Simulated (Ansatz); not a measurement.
Ideal-gas functions of `C[Se][SiH](F)Cl` at 500 K and 1 bar, from an Ansatz frequency run at PBE0-D4/def2-TZVP.

Molar mass 177.54 g/mol, point group C1 (symmetry number 1), electronic degeneracy 1, moments of inertia 174.963, 393.611, 523.993 u Å². Harmonic wavenumbers (cm⁻¹, unscaled): 42, 98, 114, 171, 215, 275, 427, 568, 605, 791, 813, 915, 922, 931, 1310, 1463, 1469, 2266, 3081, 3183, 3190.

Use S(trans) = R[1.5 ln M + 2.5 ln T − 1.1517]; rotational temperatures θ = 24.2544 K / I; S(rot) = R[ln(√π/σ · √(T³/θAθBθC)) + 1.5]; for each mode x = 1.438777 ν̃/T, S = R[x/(eˣ − 1) − ln(1 − e⁻ˣ)] and H = RT x/(eˣ − 1); 1 cm⁻¹ = 0.0119627 kJ/mol; R = 8.31446 J/(mol·K).

Task: By hand: the entropy, in J/(mol·K).

Result: Translation 184.2. Rotation: θ = 0.1386, 0.0616, 0.0463 K, giving 127.3. Vibration, mode by mode: 25.89, 18.87, 17.62, 14.29, 12.44, 10.47, 7.11, 5.10, 4.68, 3.07, 2.92, 2.32, 2.28, 2.23, 0.93, 0.65, 0.64, 0.09, 0.01, 0.01, 0.01, in all 131.6. Electronic 0.0. Sum 443.1 J/(mol·K).

Task: By hand: H − E and G − E in kJ/mol, counted from the electronic energy.

Result: Zero-point energy ½ × 22849 × 0.0119627 = 136.7; thermal vibration 30.8; translation, rotation and pV give 4 RT = 16.6. H − E = 184.1 kJ/mol, and G − E = 184.1 − 500 × 443.1/1000 = -37.4 kJ/mol.

Vibration gives 30 % of the entropy, 62.4 J/(mol·K) of it from the modes under 150 cm⁻¹: soft modes count most, and the harmonic formula is weakest for them. The sum counts one conformer and one mirror image; others add a mixing term.
